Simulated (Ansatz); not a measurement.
Ansatz (a quantum-chemistry and plane-wave program) input (SVWN5/def2-TZVP):

Ansatz 0.2 input:
```yaml
crystal:
  periodic: [false, false, false]
  atoms:
    - {symbol: C, position_ang: [-2.52831680, 0.11578448, -0.31820837]}
    - {symbol: C, position_ang: [-1.30829404, -0.68360827, 0.11283828]}
    - {symbol: C, position_ang: [0.00272991, 0.07041121, -0.02572386]}
    - {symbol: O, position_ang: [0.04674111, 1.20556900, -0.44043968]}
    - {symbol: C, position_ang: [1.25530769, -0.68304098, 0.38645007]}
    - {symbol: C, position_ang: [2.53747260, 0.12036634, 0.23193359]}
    - {symbol: H, position_ang: [-2.62577409, 1.02640289, 0.27257370]}
    - {symbol: H, position_ang: [-2.44824723, 0.41558141, -1.36296400]}
    - {symbol: H, position_ang: [-3.43748333, -0.47445038, -0.19650314]}
    - {symbol: H, position_ang: [-1.39588158, -1.00575547, 1.15646321]}
    - {symbol: H, position_ang: [-1.21969244, -1.61109044, -0.46374638]}
    - {symbol: H, position_ang: [1.11796635, -1.01267743, 1.42230743]}
    - {symbol: H, position_ang: [1.29460508, -1.60641661, -0.20213854]}
    - {symbol: H, position_ang: [3.40086801, -0.46994954, 0.54152794]}
    - {symbol: H, position_ang: [2.50417452, 1.02692192, 0.83596329]}
    - {symbol: H, position_ang: [2.68213966, 0.42740496, -0.80370437]}
basis:
  gaussian:
    orbitals: def2-TZVP
hamiltonian:
  xc: {name: SVWN5}
relax: {f_tol: 0.003, max_steps: 100}
```

Output:

```
Functional definition: SVWN5
integrals: 0.18 GiB planned
1491 factors; their error is unknown
0.15 GiB of the device are held for the grids
1.29 GiB of device memory are held for the factors and their scratch space
mean field: 1.21 GiB planned
mean field evaluation 1: about -7311.7372 eV, gradient 9.8e1 eV
mean field evaluation 2: about -7278.0400 eV, gradient 1.5e2 eV
mean field evaluation 4: about -7332.2385 eV, gradient 2.5e1 eV
mean field evaluation 8: about -7333.3847 eV, gradient 3.1e-1 eV
mean field evaluation 16: about -7333.3341 eV, gradient 5.5e-4 eV
mean field -7333.33405812 eV, -269.4950559235 hartree, gradient 3.1e-5 eV, S^2 0.000000; 0 other end points of the search recorded, 0 dependent functions left out
the calculation of the forces begins
reference -7333.33410191 eV, -269.4950575329 hartree; 24, 24 occupied and 222, 222 virtual orbitals, 1491 factors
relax step   1: F+E_penalty+E_count = -7333.33405812 eV  Δ(F+E_penalty+E_count) = +0.000e0 eV  max|allowed force component| = 8.082e-1 eV/Å  Δτ_max = 0.0000 Å  (33 SCF iters, accepted)
these checks for a lower state are left out or cut short: starts, cluster_reference, orbital_swaps, neighbouring_geometries, increment
integrals: 0.18 GiB planned
1491 factors; their error is unknown
0.15 GiB of the device are held for the grids
1.29 GiB of device memory are held for the factors and their scratch space
mean field: 1.22 GiB planned
mean field -7333.36886369 eV, -269.4963350046 hartree, gradient 1.7e-5 eV, S^2 0.000000; 0 other end points of the search recorded, 0 dependent functions left out
the calculation of the forces begins
reference -7333.36890738 eV, -269.4963366101 hartree; 24, 24 occupied and 222, 222 virtual orbitals, 1491 factors
relax step   2: F+E_penalty+E_count = -7333.36886369 eV  Δ(F+E_penalty+E_count) = -3.481e-2 eV  max|allowed force component| = 4.456e-1 eV/Å  Δτ_max = 0.0494 Å  (32 SCF iters, accepted)
these checks for a lower state are left out or cut short: starts, cluster_reference, orbital_swaps, neighbouring_geometries, increment
integrals: 0.18 GiB planned
1491 factors; their error is unknown
0.15 GiB of the device are held for the grids
1.29 GiB of device memory are held for the factors and their scratch space
mean field: 1.22 GiB planned
mean field evaluation 32: about -7333.3751 eV, gradient 6.4e-1 eV
mean field -7333.37573818 eV, -269.4965876375 hartree, gradient 1.7e-5 eV, S^2 0.000000; 0 other end points of the search recorded, 0 dependent functions left out
the calculation of the forces begins
reference -7333.37578187 eV, -269.4965892432 hartree; 24, 24 occupied and 222, 222 virtual orbitals, 1491 factors
relax step   3: F+E_penalty+E_count = -7333.37573818 eV  Δ(F+E_penalty+E_count) = -6.874e-3 eV  max|allowed force component| = 1.083e-1 eV/Å  Δτ_max = 0.0183 Å  (32 SCF iters, accepted)
these checks for a lower state are left out or cut short: starts, cluster_reference, orbital_swaps, neighbouring_geometries, increment
integrals: 0.18 GiB planned
1491 factors; their error is unknown
0.15 GiB of the device are held for the grids
1.29 GiB of device memory are held for the factors and their scratch space
mean field: 1.22 GiB planned
mean field -7333.37604248 eV, -269.4965988205 hartree, gradient 1.7e-5 eV, S^2 0.000000; 0 other end points of the search recorded, 0 dependent functions left out
the calculation of the forces begins
reference -7333.37608617 eV, -269.4966004258 hartree; 24, 24 occupied and 222, 222 virtual orbitals, 1491 factors
relax step   4: F+E_penalty+E_count = -7333.37604248 eV  Δ(F+E_penalty+E_count) = -3.043e-4 eV  max|allowed force component| = 1.713e-2 eV/Å  Δτ_max = 0.0026 Å  (34 SCF iters, accepted)
these checks for a lower state are left out or cut short: starts, cluster_reference, orbital_swaps, neighbouring_geometries, increment
integrals: 0.18 GiB planned
1491 factors; their error is unknown
0.15 GiB of the device are held for the grids
1.29 GiB of device memory are held for the factors and their scratch space
mean field: 1.22 GiB planned
mean field -7333.37605974 eV, -269.4965994547 hartree, gradient 1.7e-5 eV, S^2 0.000000; 0 other end points of the search recorded, 0 dependent functions left out
the calculation of the forces begins
reference -7333.37610343 eV, -269.4966010601 hartree; 24, 24 occupied and 222, 222 virtual orbitals, 1491 factors
relax step   5: F+E_penalty+E_count = -7333.37605974 eV  Δ(F+E_penalty+E_count) = -1.726e-5 eV  max|allowed force component| = 1.944e-3 eV/Å  Δτ_max = 0.0010 Å  (33 SCF iters, accepted)
integrals: 0.18 GiB planned
1491 factors; their error is unknown
0.15 GiB of the device are held for the grids
1.29 GiB of device memory are held for the factors and their scratch space
mean field: 1.22 GiB planned
mean field evaluation 64: about -7332.1465 eV, gradient 2.7e1 eV
mean field -7333.37605974 eV, -269.4965994547 hartree, gradient 1.7e-5 eV, S^2 0.000000; 1 other end points of the search recorded, 0 dependent functions left out
the calculation of the forces begins
reference -7333.37610343 eV, -269.4966010601 hartree; 24, 24 occupied and 222, 222 virtual orbitals, 1491 factors
Total energy: -7333.37610343 eV, -269.4966010601 hartree
Atom 0 at    -2.484742     0.121598    -0.315669 Å, force    -0.000366     0.001934    -0.000770 eV/Å
Atom 1 at    -1.297732    -0.691397     0.116787 Å, force     0.001755    -0.001272     0.000665 eV/Å
Atom 2 at     0.001730     0.044626    -0.016303 Å, force    -0.000013    -0.000326     0.000119 eV/Å
Atom 3 at     0.045846     1.182490    -0.432008 Å, force     0.000034     0.000878    -0.000321 eV/Å
Atom 4 at     1.244143    -0.690798     0.388180 Å, force    -0.001853    -0.001278     0.000267 eV/Å
Atom 5 at     2.494347     0.126140     0.225161 Å, force     0.000517     0.001944    -0.000647 eV/Å
Atom 6 at    -2.561432     1.046285     0.276342 Å, force     0.000081    -0.000186     0.000051 eV/Å
Atom 7 at    -2.383792     0.431861    -1.366850 Å, force     0.000021    -0.000219     0.000075 eV/Å
Atom 8 at    -3.422234    -0.443653    -0.205751 Å, force     0.000346    -0.000295     0.000169 eV/Å
Atom 9 at    -1.387426    -1.024288     1.169360 Å, force    -0.000255    -0.000090     0.000121 eV/Å
Atom 10 at    -1.210319    -1.633049    -0.459702 Å, force    -0.000216    -0.000153    -0.000078 eV/Å
Atom 11 at     1.107017    -1.031377     1.433117 Å, force     0.000206    -0.000082     0.000163 eV/Å
Atom 12 at     1.284584    -1.628267    -0.200282 Å, force     0.000246    -0.000163    -0.000028 eV/Å
Atom 13 at     3.387994    -0.439482     0.528393 Å, force    -0.000369    -0.000310     0.000052 eV/Å
Atom 14 at     2.441099     1.046235     0.826846 Å, force    -0.000038    -0.000214     0.000083 eV/Å
Atom 15 at     2.619232     0.444528    -0.820992 Å, force    -0.000095    -0.000168     0.000079 eV/Å
Dipole moment:    -0.020709    -0.534126     0.195136 e Å
```
